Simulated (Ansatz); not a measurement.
`[F][Ge]([F])([F])[SH]` + HI → `[F][Ge]([F])([F])[I]` + H₂S at 400 K and 1 bar (ligand exchange at a Ge–S bond).

Gas-phase electronic energies from Ansatz, PBE0-D4/def2-TZVP geometries. CBS: MP2 limit from def2 TZ/QZ plus the TZ coupled-cluster correction, frozen cores. This one scheme is used for every species. def2 core potentials past Kr. For Ge, I outer-core shells are correlated without core-valence functions, which leaves a few kJ/mol of doubt a bond. Scalar relativity is left out up to krypton. One conformer a species, not always the lowest.

```csv
species,CCSD(T)/CBS energy (Eh),H − E (kJ/mol),S (J/(mol·K))
`[F][Ge]([F])([F])[SH]`,-2774.00787,75.0,384.1
HI,-298.03592,25.7,215.0
`[F][Ge]([F])([F])[I]`,-2673.08048,49.7,373.9
H₂S,-398.97279,53.4,215.9
```

H − E and S are ideal-gas, rigid-rotor, harmonic terms from PBE0-D4/def2-TZVP, for one conformer and one mirror image of each species. 1 Eh = 2625.50 kJ/mol, R = 8.31446 J/(mol·K).

Problem. By hand: ΔE, ΔH, ΔS and ΔG.

Solution. ΔE = (-2673.08048) + (-398.97279) − (-2774.00787) − (-298.03592) = -0.00948 Eh = -24.9 kJ/mol. Δ(H − E) = 49.7 + 53.4 − 75.0 − 25.7 = 2.4, so ΔH = -22.5 kJ/mol. ΔS = 373.9 + 215.9 − 384.1 − 215.0 = -9.3 J/(mol·K). ΔG = -22.5 − 400 × (-9.3)/1000 = -18.8 kJ/mol.

Problem. By hand: the equilibrium constant, and the temperature at which ΔG would vanish if ΔH and ΔS stayed fixed.

Solution. log₁₀ K = −ΔG/(RT ln 10) = 2.5. ΔG = 0 at ΔH/ΔS = 2419 K, though so small a ΔS makes that figure unsure.

The number of gas molecules stays the same, so ΔS is small and ΔH decides. A doubt of 5 kJ/mol in ΔE shifts log₁₀ K by 0.7 here. Other conformers and mirror images would add mixing entropy, several J/(mol·K) or more a flexible species. These are equilibria of isolated gas molecules and say nothing of rates. Largest T1 diagnostic: 0.012 (customary marks: 0.02 for closed shells, 0.045 for open ones).
